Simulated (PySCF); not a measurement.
C₃H₆O₂Si.
SMILES with atom numbers: `[O:1]=[CH:2]/[CH:3]=[CH:4]/[O:5][SiH3:6]` (hydrogens: H7 on C2; H8 on C3; H9 on C4; H10, H11, H12 on Si6)

Theory: PySCF, PBE0-D3(BJ)/def2-SVP geometry optimisation, gas phase.

(1) Give the optimised bond lengths and angles.

Results:

(1) 
```json
{"bond": "O1=C2", "length (Å)": "1.211"}
{"bond": "C2–C3", "length (Å)": "1.465"}
{"bond": "C3=C4", "length (Å)": "1.346"}
{"bond": "C4–O5", "length (Å)": "1.330"}
{"bond": "O5–Si6", "length (Å)": "1.691"}
{"bond": "C2–H7", "length (Å)": "1.120"}
{"bond": "C3–H8", "length (Å)": "1.092"}
{"bond": "C4–H9", "length (Å)": "1.101"}
{"bond": "Si6–H10, Si6–H11, Si6–H12", "length (Å)": "1.489"}
```

Bonds in one row agree within 0.01 Å and their mean is given. A selection of angles:
```json
{"angle": "O1–C2–C3", "degrees": "125.1"}
{"angle": "O1–C2–H7", "degrees": "120.3"}
{"angle": "C3–C2–H7", "degrees": "114.6"}
{"angle": "C2–C3–C4", "degrees": "119.3"}
{"angle": "C2–C3–H8", "degrees": "120.0"}
{"angle": "C4–C3–H8", "degrees": "120.8"}
{"angle": "C3–C4–O5", "degrees": "123.6"}
{"angle": "C3–C4–H9", "degrees": "118.8"}
{"angle": "O5–C4–H9", "degrees": "117.6"}
{"angle": "C4–O5–Si6", "degrees": "127.1"}
{"angle": "O5–Si6–H10", "degrees": "106.0"}
{"angle": "O5–Si6–H11", "degrees": "108.5"}
{"angle": "H10–Si6–H11", "degrees": "111.7"}
{"angle": "H11–Si6–H12", "degrees": "110.3"}
```

Dihedral angles: O1–C2–C3–C4 0° (synperiplanar); C2–C3–C4–O5 179° (antiperiplanar); C3–C4–O5–Si6 170° (antiperiplanar). The mirror-image conformer, all signs reversed, is as good.

Si6 (oxygen-bound silicon) is tetrahedral (angles from 106.0° to 111.7°). O5 (silyl ether oxygen) is bent (angle 127.1°). The C–C distances run from 1.346 Å (C3=C4, drawn double) to 1.465 Å (C2–C3, drawn single), a spread of 0.119 Å. Of the pairs four or more bonds apart, O1···H9 is among the closest relative to their van der Waals radii: 2.50 Å, 92 % of the sum of Bondi's values. The 2 C–O bonds span 1.211 Å (O1=C2, drawn double) to 1.330 Å (C4–O5, drawn single), a spread of 0.119 Å.

Stationary, but not proved a minimum. One conformer, not necessarily the lowest.
